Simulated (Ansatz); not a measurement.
The pair A = H2O (SMILES O) (first 3 atoms), B = HCl (SMILES Cl); geometry from B3LYP-D3(BJ)/def2-TZVP.
(charge 0, multiplicity 1):
```xyz
5

O      0.212     0.562     0.177
H      0.724    -0.157    -0.210
H     -0.661     0.517    -0.228
Cl     0.082     0.382     3.316
H      0.158     0.502     2.020
```

Frozen-core correlation. MP2 and its Hartree–Fock in aug-cc-pV(Q+d)Z are density fitted.

Programs: Ansatz (a quantum-chemistry and plane-wave program) with Gaussian orbitals. Values without a source in brackets are computed.

The counterpoise-corrected interaction energy is E(AB) − E(A in the pair's basis) − E(B in the pair's basis). Total energies (hartree):

```tsv
level	AB	A in the pair's basis	B in the pair's basis
HF/aug-cc-pV(T+d)Z	-536.1734127	-76.0601976	-460.1078120
MP2/aug-cc-pV(T+d)Z	-536.6548439	-76.3293376	-460.3165328
HF/aug-cc-pV(Q+d)Z	-536.1820346	-76.0655022	-460.1111011
MP2/aug-cc-pV(Q+d)Z	-536.6981277	-76.3519613	-460.3367763
CCSD(T)/aug-cc-pV(T+d)Z	-536.6966086	-76.3426765	-460.3457024
```

Problem. Work out the counterpoise-corrected interaction energy at the basis-set limit: extrapolate the MP2 correlation part as X⁻³, take Hartree–Fock from the larger set, and add the CCSD(T) − MP2 difference of aug-cc-pV(T+d)Z.

Solution. 
1. Differences (1 hartree = 627.509 kcal/mol): HF/aug-cc-pV(T+d)Z -3.391; MP2/aug-cc-pV(T+d)Z -5.631; HF/aug-cc-pV(Q+d)Z -3.408; MP2/aug-cc-pV(Q+d)Z -5.892; CCSD(T)/aug-cc-pV(T+d)Z -5.164.
2. Correlation parts, MP2 less HF: -2.240 in aug-cc-pV(T+d)Z (X = 3), -2.484 in aug-cc-pV(Q+d)Z (X = 4).
3. Limit (4³·(-2.484) − 3³·(-2.240))/(4³ − 3³) = -2.662; with HF/aug-cc-pV(Q+d)Z it gives -6.070.
4. CCSD(T) less MP2 in aug-cc-pV(T+d)Z: 0.467.
Result: -5.60 kcal/mol, against -5.63 at MP2/aug-cc-pV(T+d)Z. It is an estimate of this method's limit, not of the exact value.
